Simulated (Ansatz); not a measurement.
**Two structures, one formula**

Two relaxed structures of BGeSiH5, singlet (PBE0-D4/def2-TZVP; forces vanish, vibrations not checked).

A:

B1  (-1.302, 0.213, -0.708)
Si2  (0.060, 1.427, -0.807)
Ge3  (0.338, -0.726, 0.587)
H4  (-2.248, -0.499, -0.756)
H5  (-1.448, 1.292, 0.026)
H6  (0.429, -0.372, 2.080)
H7  (1.758, -0.921, 0.024)
H8  (-0.380, -2.081, 0.451)
(Å)

B:

```
8
angstrom
B -1.5692 0.5544 -1.3062
Si -0.0964 1.1322 -0.3760
Ge 0.7392 -0.6811 0.9025
H -2.6604 0.2866 -1.6765
H 0.8652 1.9675 -1.1408
H 1.3114 -0.1787 2.2395
H 1.8425 -1.4504 0.1572
H -0.4322 -1.6305 1.2003
```

Computed with Ansatz 0.2.0 (basis: def2-TZVPP); correlated methods freeze the cores. Filled d shells of the heavier atoms are correlated. The def2 sets are not built for correlating such inner shells, so the correlated values are less sure here. B3LYP uses VWN-RPA correlation.

Task: Which structure is lower at CCSD(T), and by how much? (To be estimated.)

Result: Computed: A, by 20.16 kcal/mol (electronic energy, against the other). By their contacts, A is BGeSiH₅ ([H]1[BH]2[GeH3][Si]12) and B is BGeSiH₅ ([BH][SiH][GeH3]).

All methods give the same order:

| method | E(B) − E(A) (kcal/mol) |
| --- | --- |
| PBE-D4 | 23.33 |
| r2SCAN-D4 | 21.24 |
| PBE0-D4 | 23.09 |
| B3LYP-D4 | 18.69 |
| wB97M-V | 24.53 |
| HF | 10.49 |
| MP2 | 24.40 |
| CCSD | 19.15 |
| CCSD(T) | 20.16 |

The T1 diagnostic stays at or below 0.017. The restricted Hartree–Fock reference is unstable towards an unrestricted one at one or more of these structures.

Labels in which every atom is bracketed show which atoms are joined, not bond orders.

For scale, one of the runs: CCSD(T)/def2-TZVPP, 191 basis functions, launched by `ansatz run in.yaml --threads 2 --pin off --events-out ev --progress --plain --max-ram 4352MiB`. Hardware: 2 CPU threads of an Arm Neoverse V1, shared host. Wall time 78 s; peak host memory 1.9 GiB.
